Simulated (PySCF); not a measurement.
A structure optimised at PBE0-D3(BJ)/def2-TZVP, used in a PySCF frequency run:

```xyz
9

C      1.3952     0.0124     0.0985
B      0.0000     0.0000    -0.5634
C     -1.3952    -0.0124     0.0985
H      1.6717    -1.0485     0.2031
H      2.1844     0.4745    -0.4969
H      1.4020     0.4369     1.1109
H     -1.4020    -0.4369     1.1109
H     -2.1844    -0.4745    -0.4969
H     -1.6717     1.0485     0.2031
```
Charge 0, spin multiplicity 2.

Question: Write its SMILES, formula and point group.

Answer: C[B]C, C2H6B, C2

Question: What are its rotational constants (standard atomic weights)?

Answer: 52.176, 7.3208, 6.9608 GHz
